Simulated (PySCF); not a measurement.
Variants of one PySCF input: KB

Base input, run as `OMP_NUM_THREADS=1 python input.py` with PySCF 2.14:

```python
from pyscf import gto, scf

mol = gto.M(
    atom='K 0 0 0; B 0 0 2.76',
    basis='def2-svp',
    charge=0,
    spin=0,
    verbose=3,
)
mf = scf.RHF(mol)
mf.kernel()
mf.nuc_grad_method().kernel()
mf.dip_moment()
print('orbital energies (hartree):', mf.mo_energy[..., max(0, mol.nelec[1]-3):mol.nelec[0]+3].round(4))
```

Base result: E(SCF) = -623.537163 Eh, μz(SCF) = -7.87 D, gradient on the second atom -0.0310 Eh/bohr. At this level a UHF run with spin=4 ends 0.13 eV lower; the true order of the states can differ. Stability towards an unrestricted solution was not tested. The bond length is a typed value, not an optimised one.

Hardware: Arm Neoverse N1, 1 thread, shared host. Wall time 1.9 s, peak memory 0.12 GiB.

Each row names what differs from the base; energies in brackets are changes from the base.

| change | result |
| --- | --- |
| geometry: bond 2.76 → bond 0 [unsound on purpose] | stops with RuntimeError (Ill geometry) |
| geometry: bond 2.76 → bond 2.843 | E(SCF) = -623.541370 Eh (-0.1145 eV), μz(SCF) = -8.04 D, gradient on the second atom -0.0230 Eh/bohr |
| basis set: def2-svp → 6-31g(3d) [unsound on purpose] | stops with BasisNotFoundError (Basis set not found for K in 6-31g(3d)) |
| step after the SCF: gradient → stability | E(SCF) = -623.537163 Eh (+0.0000 eV), μz(SCF) = -7.87 D, internal stable; real -> complex unstable; RHF/RKS -> UHF/UKS unstable |
| geometry: bond 2.76 → bond 2.429 | E(SCF) = -623.502896 Eh (+0.9325 eV), μz(SCF) = -6.85 D, gradient on the second atom -0.0858 Eh/bohr |
| basis set: def2-svp → sto-3g | E(SCF) = -617.211232 Eh, μz(SCF) = -2.93 D, gradient on the second atom -0.0103 Eh/bohr |
| spin (2S): 0 → 26 [unsound on purpose] [runs as restricted open-shell] | stops with AssertionError |
| step after the SCF: gradient → tdhf; number of roots: default → 3 | not converged: TD-SCF states [0, 1, 2], E(SCF) = -623.537163 Eh (+0.0000 eV), μz(SCF) = -7.87 D, first singlet excitations without spin–orbit coupling 1.72, 1.72, 1.94 eV |
| damping: none → 0.8 | E(SCF) = -623.537163 Eh (+0.0000 eV), μz(SCF) = -7.87 D, gradient on the second atom -0.0310 Eh/bohr |
| geometry: bond 2.76 → bond 0.3 [unsound on purpose] | E(SCF) = -581.776530 Eh, μz(SCF) = -2.78 D, gradient on the second atom -159.9761 Eh/bohr |
| functional: none (Hartree–Fock) → 0.5*hf+0.5*b88,lyp; SCF type: RHF → RKS; step after the SCF: gradient → analyze | E(SCF) = -624.463365 Eh, μz(SCF) = -5.98 D |
| charge: 0 → 1; spin (2S): 0 → 1; SCF type: RHF → UHF [another spin of the ion may lie lower] | E(SCF) = -623.429778 Eh (+2.9221 eV), ⟨S²⟩ = 0.756, gradient on the second atom -0.0271 Eh/bohr |
| step after the SCF: gradient → polarizability | E(SCF) = -623.537163 Eh (+0.0000 eV), μz(SCF) = -7.87 D, α(xx, yy, zz) = 94.4, 94.4, 206.5 bohr³ |
| spin (2S): 0 → 4; SCF type: RHF → UHF [a high spin state] | E(SCF) = -623.542026 Eh (-0.1323 eV), ⟨S²⟩ = 6.000, μz(SCF) = -11.15 D, gradient on the second atom -0.0030 Eh/bohr |
| basis set: def2-svp → def2-svpd | E(SCF) = -623.541304 Eh (-0.1127 eV), μz(SCF) = -8.38 D, gradient on the second atom -0.0303 Eh/bohr |
| step after the SCF: gradient → eomee; frozen orbitals: default → 6; number of roots: default → 3 | E(SCF) = -623.537163 Eh (+0.0000 eV), E(CCSD) − E(SCF) = -0.14418 Eh, μz(SCF) = -7.87 D, excitation roots -0.547, -0.547, -0.547, -0.547 eV |
| electric field along z (a.u.): none → 0.005; step after the SCF: gradient → analyze | E(SCF) = -623.524633 Eh (+0.3410 eV), μz(SCF) = -4.67 D |
| electric field along z (a.u.): none → -0.01; step after the SCF: gradient → analyze | E(SCF) = -623.575927 Eh (-1.0548 eV), μz(SCF) = -11.31 D |

Task: Order these changes by how far they move the SCF energy from the base, largest first: (1) electric field along z (a.u.): none → -0.01; step after the SCF: gradient → analyze; (2) electric field along z (a.u.): none → 0.005; step after the SCF: gradient → analyze; (3) geometry: bond 2.76 → bond 2.429; (4) geometry: bond 2.76 → bond 2.843.

Result: (1) -1.0548 eV, (3) +0.9325 eV, (2) +0.3410 eV, (4) -0.1145 eV.
